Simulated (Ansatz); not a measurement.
```xyz
2

Be   -0.0215   -0.0362   -0.9193
O    -0.0345    0.0010    0.4823
```

Basis set: 6-31G* (spherical functions). Frozen core: 1 orbital. Charge 0, multiplicity 1.

Computed with Ansatz (development build ahead of 0.2.0); each method stands on the lowest determinant of its kind that the runs found. Restricted open shells among the atoms or ions are ROHF, correlated in semicanonical orbitals with singles.

(1) Give the atomization energy at this shape (free ground-state atoms in the same class of orbitals less the molecule, no zero-point energy) of singlet BeO by RHF-MP2, RHF.

## Answers

(1)

```json
{"method": "RHF-MP2", "atomization energy": "4.71 eV"}
{"method": "RHF", "atomization energy": "1.42 eV"}
```

Caution: in another basis set an unrestricted determinant lies well below.
